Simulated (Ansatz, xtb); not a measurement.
# Two isomers of BClFHSi

We compare X, `FB([SiH])Cl`, a singlet, with Y, `FB[Si]Cl`, a triplet. Both are isolated molecules in the gas phase, relaxed with B3LYP-D3(BJ)/6-311G**; the shapes shown needn't be the lowest conformers.

X (Å):

```xyz
5

B     0.5559   -0.1590    0.1506
Cl    2.0245   -1.1342   -0.1915
F     0.7467    1.0884    0.5394
Si   -1.1493   -1.2376   -0.0365
H    -1.1788   -0.8486   -1.5127
```

Y (Å):

```xyz
5

B    -1.0160   -0.1123    0.3560
Cl   -2.6378   -0.8896    3.3265
F    -1.2854    1.1578    0.6229
Si   -1.6113   -1.5357    1.6308
H    -0.4261   -0.4335   -0.6268
```

Which of the two would you expect CCSD(T)/def2-TZVPP electronic energies to favour?

Structure X; the calculation gives E(Y) − E(X) = +56.5 kJ/mol.

The same difference at several levels:

```tsv
level	geometry	E(Y) − E(X) (kJ/mol)	departure from the last row (kJ/mol)	job, with rough time for the two
HF/STO-3G	GFN2-xTB	−35.8	−92.3	single point, 0.18 s
r2SCAN-D4/def2-SVP	GFN2-xTB	+5.5	−51.1	single point, 1.3 s
B3LYP-D3(BJ)/6-311G**	B3LYP-D3(BJ)/6-311G**	+53.7	−2.8	optimisation, 22 s
HF/def2-TZVPP	B3LYP-D3(BJ)/6-311G**	−2.8	−59.3	part of the CCSD(T) run
MP2/def2-TZVPP	B3LYP-D3(BJ)/6-311G**	+49.0	−7.5	part of the CCSD(T) run
CCSD(T)/def2-TZVPP	B3LYP-D3(BJ)/6-311G**	+56.5		single point, 46 s
```

As drawn, Y has 1 Cl–Si, 1 B–H in place of 1 B–Cl, 1 Si–H.

HF/STO-3G, HF/def2-TZVPP put the two in the other order. The largest departure from CCSD(T)/def2-TZVPP is that of HF/STO-3G, 92.3 kJ/mol. At CCSD(T)/def2-TZVPP a singlet with the links of Y lies below this triplet.

With harmonic frequencies from B3LYP-D3(BJ)/6-311G** (ideal gas, rigid rotor, one conformer each, 298.15 K, 1 atm): on the last row, ΔE + ΔZPE = +62.8, ΔH = +62.3, ΔG = +60.2 kJ/mol.

Open shells are spin-unrestricted. The correlated steps freeze 12 core orbitals. ΔG holds the spin degeneracy. Mirror images aren't counted in ΔG. Programs: Ansatz 0.2.0, xtb 6.7.1; the last row on 2 threads of Intel(R) Xeon(R) 6975P-C (Granite Rapids) on a shared host.
